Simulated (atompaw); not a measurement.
**Zr: one change to a PAW (atompaw) potential, before and after**

```json
{
  "Element": "Zr",
  "Generator": "atompaw 4.2.0.5",
  "Type": "PAW",
  "Functional": "PBEsol",
  "Relativity": "scalar-relativistic",
  "Frozen core": "[Ar] 3d10",
  "Valence charge": "12",
  "Reference configuration": "4s2 4p6 4d2 5s2 5p0",
  "Partial waves": "4s (bound): rc 1.35 bohr; 5s (bound): rc 1.80 bohr; 4p (bound): rc 1.75 bohr; 5p (bound, empty): rc 2.90 bohr; 4d (bound): rc 2.90 bohr; 4d channel at 1.15 Ry: rc 2.50 bohr",
  "Local potential": "bessel scheme, radius 2.70 bohr",
  "Core correction": "smooth core density matched at 2.75 bohr",
  "Augmentation charge": "sinc compensation charge, radius 2.45 bohr; PAW radius 2.90 bohr; waves and projectors: custom rrkj vanderbiltortho"
}
```

Change: local potential bessel scheme, radius 1.58 bohr.

Cutoffs: the cutoffs (Ry, on a coarse ladder) from which the occupation-weighted sum of valence levels, in a spherical-Bessel basis at the reference potential, stays within 10 and 1 mRy of its value at 400 Ry; they do not see the model core or the augmentation charge, which bear on the density cutoff.

Task: What does the change do?

Result: The potential gets neither clearly harder nor softer (25 Ry and 45 Ry → 25 Ry and 45 Ry); the p channel sets the loose cutoff, while the largest relative change is in s, which becomes softer; the range in which the p phases agree narrows (upper end 3.8 → 0.5); the range in which the d phases agree narrows (upper end at the end of the scan → 2.1); neither file shows a bound ghost.

```csv
quantity,base,changed
"cutoff, loose",25 Ry,25 Ry
"cutoff, tight",45 Ry,45 Ry
loose cutoff by channel (10 mRy a level),"s 15 Ry, p 21 Ry, d 8 Ry","s 12 Ry, p 21 Ry, d 8 Ry"
bound ghosts,none,none
s: phases at 2.91 bohr within 0.05 rad from the reference energy up to (Ry; the scan ends near 5),4.8,3.9
p: phases at 2.91 bohr within 0.05 rad from the reference energy up to (Ry; the scan ends near 5),3.8,0.5
d: phases at 2.91 bohr within 0.05 rad from the reference energy up to (Ry; the scan ends near 5),to the end of the scan,2.1
lowest overlap eigenvalue by channel,"s 0.29, p 0.51, d 0.29","s 0.11, p 0.48, d 0.25"
```

 The cutoffs see the waves, projectors and local potential, not the compensation charge or the core.
